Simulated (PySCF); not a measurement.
Al(F)(Me)(NCO) (C₂H₃AlFNO), SMILES [CH3][Al]([F])[N]=C=O. Heavy atoms are numbered as in [Al:1]([F:2])([CH3:3])[N:7]=[C:8]=[O:9]. Hydrogens are named by the atom that carries them.

Coordinates come from a r2SCAN-D4/def2-SVP optimisation. The structure was generated by enumeration; whether it is a known compound was not checked. The values are those of a single conformer.

These are PBE0/pcSseg-1 in PySCF values and carry that method's errors.

GIAO shieldings, no solvent; atoms alike by connectivity are averaged. δ = σ(ref) − σ: ¹⁹F against CFCl3 (σ = 167.2 ppm); ¹³C against TMS (σ = 186.3 ppm); ¹H against TMS (σ = 31.56 ppm); ¹⁵N against NH3 (σ = 267.4 ppm); ¹⁷O against H2O (σ = 334.2 ppm), references at their B3LYP-D3(BJ)/def2-TZVP geometries, non-relativistic.

Computed chemical shifts:
```
nucleus     atoms  count  δ (ppm)
-------  --------  -----  -------
¹⁹F            F2      1   -156.9
¹³C            C8      1    129.6
¹³C      C3 (CH3)      1    -15.1
¹H        H on C3      3     0.08
¹⁵N            N7      1     56.0
¹⁷O            O9      1    137.6
```
